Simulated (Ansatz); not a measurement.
The lowest singlet and triplet of CS (SMILES [C]=S); geometries from B3LYP-D3(BJ)/def2-TZVP, each state relaxed from the structure named, with no frequency check.
Singlet (charge 0, multiplicity 1):
```
atom   x (Å)   y (Å)    z (Å)
----  ------  ------  -------
C     0.0000  0.0000  -1.1142
S     0.0000  0.0000   0.4178
```

```json
[
 {"level": "R-HF/cc-pV(T+d)Z", "gap E(singlet) − E(triplet), vertical, at the singlet's geometry (kJ/mol)": "-216.5", "cost": "-"},
 {"level": "U-HF/cc-pV(Q+d)Z", "gap E(singlet) − E(triplet), vertical, at the singlet's geometry (kJ/mol)": "-215.2", "cost": "-"},
 {"level": "R-SVWN5/def2-TZVPP", "gap E(singlet) − E(triplet), vertical, at the singlet's geometry (kJ/mol)": "-325.3", "cost": "×0.5"},
 {"level": "U-SVWN5/def2-TZVPP", "gap E(singlet) − E(triplet), vertical, at the singlet's geometry (kJ/mol)": "-325.3", "cost": "×0.5"},
 {"level": "U-MP2/cc-pV(D+d)Z", "gap E(singlet) − E(triplet), vertical, at the singlet's geometry (kJ/mol)": "-376.9", "cost": "-"},
 {"level": "R-SCS-MP2/cc-pV(D+d)Z", "gap E(singlet) − E(triplet), vertical, at the singlet's geometry (kJ/mol)": "-387.4", "cost": "-"},
 {"level": "R-CCSD(T)/cc-pV(Q+d)Z", "gap E(singlet) − E(triplet), vertical, at the singlet's geometry (kJ/mol)": "-336.4", "cost": "×4"},
 {"level": "U-CCSD(T)/cc-pV(Q+d)Z", "gap E(singlet) − E(triplet), vertical, at the singlet's geometry (kJ/mol)": "-336.4", "cost": "×6"},
 {"level": "SC-NEVPT2 on SA-CASSCF(10,8)/cc-pV(D+d)Z", "gap E(singlet) − E(triplet), vertical, at the singlet's geometry (kJ/mol)": "-339.7", "cost": "-"},
 {"level": "SC-NEVPT2 on SA-CASSCF(10,8)/cc-pV(Q+d)Z", "gap E(singlet) − E(triplet), vertical, at the singlet's geometry (kJ/mol)": "-339.5", "cost": "-"},
 {"level": "FIC-NEVPT4(SD) on SA-CASSCF(10,8)/cc-pV(D+d)Z", "gap E(singlet) − E(triplet), vertical, at the singlet's geometry (kJ/mol)": "-338.0", "cost": "-"},
 {"level": "FIC-NEVPT4(SD) on SA-CASSCF(10,8)/cc-pV(Q+d)Z", "gap E(singlet) − E(triplet), vertical, at the singlet's geometry (kJ/mol)": "-337.5", "cost": "-"},
 {"level": "FIC-MRCISD+Q on SA-CASSCF(10,8)/cc-pV(T+d)Z", "gap E(singlet) − E(triplet), vertical, at the singlet's geometry (kJ/mol)": "-336.4", "cost": "-"},
 {"level": "FIC-MRCISD+Q on SA-CASSCF(10,8)/cc-pV(Q+d)Z", "gap E(singlet) − E(triplet), vertical, at the singlet's geometry (kJ/mol)": "-337.5", "cost": "-"}
]
```

The rows run from -387.4 (R-SCS-MP2/cc-pV(D+d)Z) to -215.2 kJ/mol (U-HF/cc-pV(Q+d)Z).

A positive gap puts the triplet lower; no zero-point energy. R- takes a restricted singlet. U- takes an unrestricted singlet (broken symmetry where lower, unprojected). The triplet is unrestricted in single-reference levels. Active spaces average the two states.

Frozen-core correlation.

Doubts at one or more of the structures used: a spin-contaminated determinant (R-HF/cc-pV(T+d)Z, U-HF/cc-pV(Q+d)Z, U-MP2/cc-pV(D+d)Z, R-SCS-MP2/cc-pV(D+d)Z, R-CCSD(T)/cc-pV(Q+d)Z, U-CCSD(T)/cc-pV(Q+d)Z); T1 above 0.05 (R-CCSD(T)/cc-pV(Q+d)Z, U-CCSD(T)/cc-pV(Q+d)Z).

The values were computed with Ansatz (Gaussian basis) for Hartree–Fock, density functionals and correlated methods. Each number belongs to the level named beside it.

Costs are rough ratios of core time to R-PBE/def2-TZVPP (about 4 s over the structures, on one shared machine); a dash marks a level with no comparable run of its own.

Ansatz is a first-principles code.
